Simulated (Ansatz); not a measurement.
## Cost against result

Saddle point of GeSiH7F, closed shell (GeSiH₆ ([SiH3][GeH3]) + HF → GeH₃F ([F][GeH3]) + SiH₄; bonds formed: Ge1–F7, Si2–H6; bonds broken: Ge1–Si2, H6–F7), PBE0-D4/def2-TZVP structure:

```xyz
10
angstrom
Ge -0.7759 1.0816 0.0691
Si 0.6207 -1.2482 -0.2831
H -0.3154 2.3536 -0.6397
H -1.7272 1.2159 1.2563
H -1.4904 0.1941 -0.9958
H 0.7854 0.2075 0.7096
F 0.8222 1.2598 1.3636
H 0.7679 -1.0630 -1.7482
H -0.5448 -2.1195 0.0103
H 1.8573 -1.8819 0.2581
```

Barriers are electronic and count from the start structure reached by relaxing down the imaginary mode.

Program: Ansatz 0.2.0. Basis: as named in each row. Cores are frozen in the correlated methods. Filled d shells of the heavier atoms are correlated. The def2 sets are not built for correlating such inner shells, so the correlated values are less sure here. B3LYP uses VWN-RPA correlation. Extrapolation: Hartree–Fock as exp(−7.88 √X), correlation as X^−2.97.

Times are rough, for one single point on 4 threads of a shared host (Intel Xeon).

The estimate by CCSD(T) at an estimated basis limit (MP2 extrapolated from triple and quadruple zeta, plus CCSD(T) − MP2 in triple zeta) is 2.145 eV.

```csv
method,basis,time (s),barrier (eV),method less estimate
HF,STO-3G,under 1,4.274,2.129
SPW92,def2-SVP,under 1,1.334,-0.811
PBE-D4,STO-3G,1,1.655,-0.490
PBE-D4,def2-SVP,1,1.569,-0.576
B3LYP-D4,6-31G,2,1.818,-0.327
PBE0-D4,def2-SVP,2,1.885,-0.260
SPW92,def2-TZVPP,2,1.471,-0.674
PBE-D4,def2-TZVPP,3,1.689,-0.456
BLYP-D4,def2-TZVPP,3,1.783,-0.362
BHLYP-D4,def2-TZVPP,4,2.219,0.074
B3LYP-D4,def2-TZVPP,4,1.973,-0.172
r2SCAN-D4,def2-TZVPP,5,1.824,-0.322
PBE0-D4,def2-TZVPP,5,1.940,-0.205
CAM-B3LYP-D4,def2-TZVPP,6,2.017,-0.128
wB97M-V,def2-SVP,6,1.929,-0.216
r2SCAN0-D4,def2-TZVPP,6,2.017,-0.128
RPA on PBE,def2-TZVPP,7,2.051,-0.094
CCSD(T),def2-SVP,8,2.240,0.095
B2PLYP,def2-TZVPP,9,2.038,-0.107
PBE-QIDH,def2-TZVPP,9,2.091,-0.055
B97M-V,def2-TZVPP,11,1.928,-0.218
wB97X-V,def2-TZVPP,11,2.024,-0.121
wB97M-V,def2-TZVPP,11,1.994,-0.151
MP2,def2-QZVPP,35,2.104,-0.041
CCSD(T),def2-TZVPP,110,2.130,-0.015
```

All methods are single points on the PBE0-D4 structures.

No T1 diagnostic of these runs exceeds 0.015.

Steps of this kind, hydrogen fluoride cutting a network bond, underlie vapour etching and the fluorination step of atomic layer etching.

Labels in which every atom is bracketed show which atoms are joined, not bond orders.
